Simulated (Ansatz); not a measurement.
Ga(F)3 anion (F₃Ga), SMILES [F][Ga]([F])[F] (connectivity only; charge and spin as stated), charge -1, multiplicity 2.

Geometry: B3LYP-D3(BJ)/def2-SVPD. The multiplicity is an assumed one; other spin states were not compared. The isomer is the one that the SMILES or the coordinates give; other isomers of the formula were not compared.

Two levels are set side by side: PBE/def2-SVPD (Ansatz, an electronic-structure program) and CAM-B3LYP/def2-SVPD (Ansatz). Energy differences of separate SCF runs at the same geometry; the states with an electron removed or added have multiplicity 1. Differences are taken from unrounded values.

| quantity | PBE |
|---|---|
| vertical ionisation energy (eV) | 3.17 |

Question: These are the PBE values. What does CAM-B3LYP give? (An estimate is asked for; the answer gives what the named calculation found.)

Answer: 
| quantity | CAM-B3LYP | PBE minus CAM-B3LYP |
|---|---|---|
| vertical ionisation energy (eV) | 3.55 | -0.38 |
